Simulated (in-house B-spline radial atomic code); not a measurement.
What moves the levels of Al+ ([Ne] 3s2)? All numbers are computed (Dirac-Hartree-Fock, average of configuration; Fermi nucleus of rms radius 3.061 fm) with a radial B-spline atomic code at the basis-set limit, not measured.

Baseline run (computed): total energy -242.1291 hartree, 1s1/2 at -58.94477 hartree, 3s1/2 at -17.782 eV with <r> = 2.425 bohr.

Scaling the speed of light c (a factor of 100 is close to the non-relativistic limit):

```csv
c/c0,ΔE (hartree),3s1/2 level (eV),3s1/2 <r> (bohr)
0.9,-0.10719,-17.7893,2.424
0.98,-0.018827,-17.7831,2.425
1.02,0.017724,-17.7806,2.425
1.5,0.253,-17.7641,2.428
100,0.45446,-17.75,2.43
```

Changing the nucleus:

| nucleus | ΔE (eV) |
| --- | --- |
| Gaussian nucleus of rms radius 0.01 fm | -0.00372 |
| Fermi nucleus of rms radius 2.9998 fm | -0.000147 |
| Fermi nucleus of rms radius 3.1222 fm | 0.00015 |

A larger nucleus binds the electrons less, roughly as the density at the nucleus times the change of the nuclear <r²>. A radius of 0.01 fm is nearly a point.

Q: The nuclear charge is raised by 0.1. What does the Hellmann-Feynman theorem predict for the energy, and what is found?

A: dE/dZ ≈ -Σ<1/r>, which is -44.3466 at the start and -44.7764 at the end; their mean times 0.1 is -4.4561 hartree, and the two runs differ by -4.4561 hartree.
